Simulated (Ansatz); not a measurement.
An input meant for In13Sb14H34⁺, a nanocrystal cut from wurtzite InSb (hydrogen-capped) (charge 1, singlet).

```yaml
crystal:
  periodic: [true, true, true]
  atoms:
    - {symbol: Sb, position_ang: [-2.098101, -3.940240, -2.373962]}
    - {symbol: In, position_ang: [-2.133332, -4.176456, 0.548669]}
    - {symbol: Sb, position_ang: [-4.438508, -2.558966, 1.160994]}
    - {symbol: Sb, position_ang: [-4.462370, 0.155431, -2.373699]}
    - {symbol: In, position_ang: [-4.683773, 0.246723, 0.549283]}
    - {symbol: Sb, position_ang: [2.098358, -3.941468, -2.371212]}
    - {symbol: In, position_ang: [0.001701, -2.590549, -3.818421]}
    - {symbol: In, position_ang: [2.126606, -4.177579, 0.551377]}
    - {symbol: Sb, position_ang: [-0.003596, -2.581662, 1.449761]}
    - {symbol: In, position_ang: [0.011125, -2.803527, 4.420320]}
    - {symbol: Sb, position_ang: [0.001540, -0.002348, -2.644905]}
    - {symbol: In, position_ang: [-2.239661, 1.293259, -3.816797]}
    - {symbol: In, position_ang: [-0.001535, -0.000357, 0.234918]}
    - {symbol: Sb, position_ang: [-2.236026, 1.289498, 1.452032]}
    - {symbol: Sb, position_ang: [0.000663, 0.001017, 4.965267]}
    - {symbol: In, position_ang: [-2.432763, 1.396757, 4.422975]}
    - {symbol: Sb, position_ang: [-2.364468, 3.784845, -2.369375]}
    - {symbol: In, position_ang: [-2.552252, 3.932712, 0.553824]}
    - {symbol: Sb, position_ang: [4.432228, -2.561665, 1.165704]}
    - {symbol: Sb, position_ang: [4.463785, 0.155693, -2.369349]}
    - {symbol: In, position_ang: [2.243487, 1.291987, -3.816828]}
    - {symbol: In, position_ang: [4.680627, 0.243603, 0.554160]}
    - {symbol: Sb, position_ang: [2.233061, 1.289511, 1.453116]}
    - {symbol: In, position_ang: [2.428129, 1.406546, 4.423865]}
    - {symbol: Sb, position_ang: [2.363923, 3.784917, -2.371770]}
    - {symbol: In, position_ang: [2.552809, 3.930900, 0.551163]}
    - {symbol: Sb, position_ang: [0.000949, 5.122937, 1.161231]}
    - {symbol: H, position_ang: [-2.259239, -5.500203, -3.074493]}
    - {symbol: H, position_ang: [-3.586200, -3.332871, -2.981601]}
    - {symbol: H, position_ang: [-2.338699, -5.859287, 0.926567]}
    - {symbol: H, position_ang: [-5.896607, -3.400354, 0.820452]}
    - {symbol: H, position_ang: [-4.562600, -2.631397, 2.869163]}
    - {symbol: H, position_ang: [-4.691013, -1.435256, -2.982167]}
    - {symbol: H, position_ang: [-5.889811, 0.805830, -3.073584]}
    - {symbol: H, position_ang: [-6.243432, 0.911077, 0.927374]}
    - {symbol: H, position_ang: [2.258982, -5.501483, -3.071730]}
    - {symbol: H, position_ang: [3.588711, -3.335945, -2.975158]}
    - {symbol: H, position_ang: [0.001987, -2.769798, -5.544126]}
    - {symbol: H, position_ang: [2.330816, -5.860454, 0.929526]}
    - {symbol: H, position_ang: [-1.552353, -3.522375, 4.688495]}
    - {symbol: H, position_ang: [1.586405, -3.504448, 4.668289]}
    - {symbol: H, position_ang: [-2.392228, 1.384907, -5.542742]}
    - {symbol: H, position_ang: [0.001771, -0.002288, 6.689899]}
    - {symbol: H, position_ang: [-3.829207, 0.387589, 4.678457]}
    - {symbol: H, position_ang: [-2.269007, 3.111369, 4.681921]}
    - {symbol: H, position_ang: [-3.640984, 4.697000, -3.068547]}
    - {symbol: H, position_ang: [-1.101204, 4.777360, -2.979215]}
    - {symbol: H, position_ang: [-3.906553, 4.951818, 0.933273]}
    - {symbol: H, position_ang: [5.889519, -3.404356, 0.825002]}
    - {symbol: H, position_ang: [4.556367, -2.634353, 2.873810]}
    - {symbol: H, position_ang: [4.697277, -1.432846, -2.981338]}
    - {symbol: H, position_ang: [5.891243, 0.811336, -3.064218]}
    - {symbol: H, position_ang: [2.397704, 1.380349, -5.542810]}
    - {symbol: H, position_ang: [6.239846, 0.908239, 0.933533]}
    - {symbol: H, position_ang: [3.828830, 0.404114, 4.682023]}
    - {symbol: H, position_ang: [2.257246, 3.121189, 4.677894]}
    - {symbol: H, position_ang: [1.096813, 4.773173, -2.980329]}
    - {symbol: H, position_ang: [3.637155, 4.701242, -3.071329]}
    - {symbol: H, position_ang: [3.908873, 4.947948, 0.930002]}
    - {symbol: H, position_ang: [0.001882, 5.278008, 2.868344]}
    - {symbol: H, position_ang: [0.000304, 6.804047, 0.809424]}
basis:
  gaussian: {orbitals: def2-SVP, fitting: {mean_field: def2-universal-jkfit}}
total_charge: 1
hamiltonian: {xc: {name: HF}}
output: {forces: true}
```

```sh
$ ansatz run in.yaml --threads 10 --pin off --events-out ev --progress --plain --max-ram 110592MiB --backend cuda --devices 0, --max-vram 75GiB
```

Output, abridged:

```
Error: YAML parse error: error: line 2 column 3: crystal: missing field `lattice` (a structure is typed as `lattice` and `atoms`, a molecule's as `atoms` in Å alone, or read from a run's directory, `checkpoint`)
 --> <input>:2:3
1 | crystal:
2 |   periodic: [true, true, true]
3 |   atoms:
4 |     - {symbol: Sb, position_ang: [-2.098101, -3.940240, -2.373962]}
```

Question: Something in this input is off. What?

Answer: The species is marked periodic without a cell. The input was rejected before any iteration.
